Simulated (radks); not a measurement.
The numbers below are computed, except where a source is named.
Coherent X-ray form factor from a spherical all-electron density. Level of theory: scalar-relativistic Kohn-Sham, PBEsol, spin-polarised, spherical densities, finite nucleus; Fermi nuclear charge, rms radius of each element as measured or else 0.836 A^(1/3) + 0.57 fm (a radial shooting solver on a logarithmic mesh with Libxc functionals).

sin(theta)/lambda (1/angstrom),f0 (electrons)
0.05,39.303
0.1,37.464
0.15,35.016
0.2,32.422
0.25,29.950
0.3,27.720
0.4,24.071
0.5,21.323
0.6,19.138
0.8,15.517
1,12.422
1.25,9.445
1.5,7.527
2,5.675

The species is in the configuration that NIST lists as its ground one. Which atom or ion scatters so?

Answer. The niobium ion Nb+, [Kr] 4d4. Extrapolating in s^2 from the first two rows gives f0(0) = 39.9, near the electron count 40; among species with that count, the fall with angle is slower the higher Z, and the table is that of Z = 41; from so few rows the species is fixed only to a neighbour or two.
